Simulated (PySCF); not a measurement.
# Ionisation energy of S²⁺ by level of theory

S²⁺ [Ne] 3s2 3p2 (3P) → S³⁺ [Ne] 3s2 3p1 (2P), as a difference of total energies. Computed with PySCF 2.14 in aug-cc-pV(D+d)Z (5s4p3d, 32 functions), with the non-relativistic Hamiltonian (point nucleus). Correlated levels: valence: [Ne] frozen. The calculations carry no spin-orbit coupling.

```
           method  ionisation energy (eV)
              UHF                  34.148
             BP86                  34.892
             MN15                  34.966
    MP2 (valence)                  34.479
SCS-MP2 (valence)                  34.397
   CCSD (valence)                  34.519
CCSD(T) (valence)                  34.530
```

How much does correlation contribute at CCSD(T) (valence)?

34.530 − (34.148) = 0.382 eV, measured against UHF.

The reference lies between the lowest fine-structure levels, while these numbers refer to the centres of the terms.

Errors of the correlated levels include the incompleteness of this basis and the frozen core.

For comparison: 34.86 ± 0.04 eV (semi-empirical (NIST evaluation); NIST Atomic Spectra Database, ionization energies).
